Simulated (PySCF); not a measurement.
A PySCF script (with the pyscf-properties extension) for the NMR shieldings of SMILES C[S][AlH][N](C)C(C)C, C5H14AlNS, on a GFN2-xTB geometry:

```python
import basis_set_exchange as bse
import numpy as np
from pyscf import gto, dft
from pyscf.prop import nmr

atoms = """
C     3.830489    1.335056    0.167225
S     2.064446    1.759483   -0.052179
Al    1.221545   -0.241071    0.335501
N    -0.469619   -0.819056    0.235580
C    -0.661244   -2.255184    0.327754
C    -1.696544   -0.062092    0.032923
C    -2.131339   -0.073848   -1.435440
C    -1.469416    1.372066    0.495251
H     4.345145    1.517193   -0.771281
H     3.936081    0.286984    0.456659
H     4.236847    1.977957    0.941638
H     2.283842   -1.294774    0.711884
H     0.310947   -2.720724    0.504545
H    -1.325392   -2.514007    1.160041
H    -1.082095   -2.677565   -0.590197
H    -2.494654   -0.516536    0.641379
H    -2.335167   -1.086968   -1.773175
H    -1.333094    0.344146   -2.046733
H    -3.030845    0.521737   -1.569181
H    -2.383785    1.955402    0.422100
H    -1.125934    1.376824    1.530159
H    -0.700626    1.834363   -0.126085
"""
names = dict.fromkeys(["C", "S", "Al", "N", "H"], "pcSseg-1")
basis = {el: gto.basis.parse(bse.get_basis(n, elements=[el], fmt="nwchem")) for el, n in names.items()}
mol = gto.M(atom=atoms, basis=basis, charge=0, verbose=0)
mf = dft.RKS(mol, xc="PBE0")
mf.grids.level = 2
mf.grids.alignment = dft.numint.BLKSIZE   # the property module wants whole blocks of grid points
mf.conv_tol = 1e-9
mf.kernel()

calc = nmr.RKS(mf)   # GIAO
C = mf.mo_coeff
Co = C[:, mf.mo_occ > 0]
resp = mf.gen_response(singlet=True, hermi=2)
def vind(x):   # induced exchange potential for any number of trial vectors
    d = np.einsum("pi,xij,qj->xpq", C, 2 * x.reshape(-1, C.shape[1], Co.shape[1]), Co, optimize=True)
    return np.einsum("xpq,pi,qj->xij", resp(d - d.transpose(0, 2, 1)), C, Co, optimize=True).ravel()
mo1, _ = nmr.rhf.solve_mo1(calc, with_cphf=vind)
sigma = calc.kernel(mo1)
for i, s in enumerate(sigma):   # ppm
    print("%2d %-2s %9.2f" % (i, mol.atom_pure_symbol(i), np.trace(s) / 3))
```

Problem. What are the results?

Solution. 
```
 0 C     172.14
 1 S     653.20
 2 Al    358.27
 3 N     159.73
 4 C     148.03
 5 C     129.70
 6 C     161.84
 7 C     155.05
 8 H      29.41
 9 H      29.38
10 H      29.38
11 H      27.19
12 H      28.23
13 H      29.16
14 H      28.78
15 H      29.12
16 H      29.81
17 H      31.19
18 H      30.72
19 H      30.30
20 H      30.39
21 H      30.42
```

These numbers come from an equivalent density-fitted implementation of the same equations, which agrees with the script to about 0.01 ppm for H and up to a few tenths of a ppm for heavy atoms, so last digits may differ.

Size and cost of the density-fitted run: 220 basis functions, 49 s wall time on 1 thread of an Arm Neoverse V1, shared host; peak memory 1 GiB.
